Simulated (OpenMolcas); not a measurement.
# RuO4 (ruthenium tetroxide): methods side by side

RuO4 has 5 atoms, charge 0, and is taken as a singlet. As SMILES, `[O]=[Ru](=[O])(=[O])=[O]`. Geometry: relaxed at PBE0-D4/def2-TZVP.

Quantity: the HOMO–LUMO gap, in eV. The values are calculated.

| level | kind | program | value (eV) | CPU time |
| --- | --- | --- | --- | --- |
| HF/def2-SVP (core potential) | Hartree–Fock | OpenMolcas | 11.95 | 12 s |
| BLYP/def2-SVP (core potential) | GGA | OpenMolcas | 3.41 | 41 s |
| PBE/def2-SVP (core potential) | GGA | OpenMolcas | 3.44 | 41 s |
| revPBE/def2-SVP (core potential) | GGA | OpenMolcas | 3.44 | 36 s |
| M06-L/def2-SVP (core potential) | meta-GGA | OpenMolcas | 3.61 | 44 s |
| TPSS/def2-SVP (core potential) | meta-GGA | OpenMolcas | 3.52 | 48 s |
| B3LYP/def2-SVP (core potential) | global hybrid | OpenMolcas | 4.99 | 40 s |
| B2PLYP/def2-SVP (core potential) | double hybrid | OpenMolcas | 7.71 | 24 s |

The values span 3.41 to 11.95 eV. Orbital gaps aren't excitation energies, and those of double hybrids come from the SCF part alone; they tend to grow with the share of exact exchange. CPU times are rough (shared hosts, several kinds of processor): they show what a rung costs within a factor of a few.
